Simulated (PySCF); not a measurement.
**Dipole response of V⁺ (vanadium, charge +1)**

[Ar] 3d4, high-spin 5D determinant. Calculation: PySCF 2.14, in aug-cc-pVQZ-DK; the spin-free X2C one-electron Hamiltonian (Gaussian nucleus). Coupled (time-dependent) response in atomic units; α is the mean over directions.

```csv
method,mean α (bohr³),"α xx, yy, zz",C₆ (like pair),S(−4)
UHF,11.75,"10.48, 10.48, 14.28",43.16,171.5
```

S(−4) is the Cauchy moment in α(ω) = α(0) + S(−4) ω² + …

α(iu) at UHF:

| u (hartree) | α(iu) (bohr³) |
| --- | --- |
| 0 | 11.75 |
| 0.0500 | 11.34 |
| 0.100 | 10.36 |
| 0.200 | 8.194 |
| 0.300 | 6.615 |
| 0.500 | 4.770 |
| 0.750 | 3.520 |
| 1.00 | 2.748 |
| 1.50 | 1.827 |
| 2.00 | 1.305 |
| 3.00 | 0.7591 |
| 5.00 | 0.3486 |

A single London oscillator, α(iu) = α/(1 + u²/ω²), gives C₆ = (3/4) ω α². Matching the computed C₆ needs ω = 4 × 43.16 / (3 × 11.75²) = 0.417 hartree.

For an ion, C₆ is the dispersion term alone; charge-induced terms of lower order in 1/R come first.

The components differ because the open shell of this determinant is not spherical; for a pure term their mean is the scalar polarisability.
